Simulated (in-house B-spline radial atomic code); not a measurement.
**Ionising Tm with different functionals**

Computed with an all-electron radial atomic-structure program (B-spline basis): four-component Dirac-Coulomb Hamiltonian, Fermi nucleus of rms radius 5.2256 fm, spin-restricted, spherical fractional occupations for the functionals. The ionisation energy is the difference of two self-consistent energies, [Xe] 4f13 6s2 → [Xe] 4f13 6s1, without Breit or QED terms; ε is the level of the shell that loses the electron (mean over j).

Hybrids are left out here: with spherical fractional occupations of an open shell their exact exchange keeps a self-interaction that integer-occupation calculations don't have.

```
           method  rung  ΔSCF (eV)  -ε(6s) (eV)
         LDA VWN5   LDA       6.68         4.03
 relativistic LDA   LDA       6.66         4.02
         LDA PW92   LDA       6.68         4.03
LDA exchange-only   LDA       5.80         3.20
              PBE   GGA       6.46         3.88
           PBEsol   GGA       6.47         3.90
             BLYP   GGA       6.43         3.77
             RPBE   GGA       6.35         3.81
             PW91   GGA       6.50         3.92
             BP86   GGA       6.64         4.02
             AM05   GGA       6.42         3.83
             OLYP   GGA       6.08         3.55
```

(1) How do they compare with the NIST value?

Answers

(1) NIST lists 6.184 eV (measured, ground level to ground level). Errors run from -0.38 to +0.49 eV; OLYP is closest (-0.10 eV), but part of that can be cancellation, since the calculations leave out Breit-QED terms, spin polarisation, the choice among j levels, multiplet and fine-structure energies.
